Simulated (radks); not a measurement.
Results of a calculation; reference values are marked as such.
Q: Orbital eigenvalues (eV) of neutral bromine, [Ar] 3d10 4s2 4p5, of relativity; Dirac values are averaged over j with weights 2j + 1. Spin-unpolarised spherical Kohn-Sham, PBE, point nucleus unless stated (finite: rms radius 4.1629 fm), a radial shooting solver on a logarithmic mesh with Libxc functionals. A level marked "c x" has the speed of light scaled by that factor and shares open shells by 2j + 1; other Dirac levels either fill j = l - 1/2 first or share by 2j + 1.

| shell | non-rel. |
|---|---|
| 1s | -13088 |
| 2s | -1681.6 |
| 2p | -1515.8 |
| 3s | -229.66 |
| 3p | -171.67 |
| 3d | -68.349 |
| 4s | -19.421 |
| 4p | -7.8957 |

Give the values at the level "Dirac, c x 10".

A: 
shell  Dirac, c x 10  change of magnitude (%)
1s            -13090                    +0.02
2s           -1682.1                    +0.03
2p           -1515.9                    +0.01
3s           -229.74                    +0.03
3p           -171.69                    +0.01
3d           -68.333                    -0.02
4s           -19.428                    +0.03
4p           -7.8953                    0.00
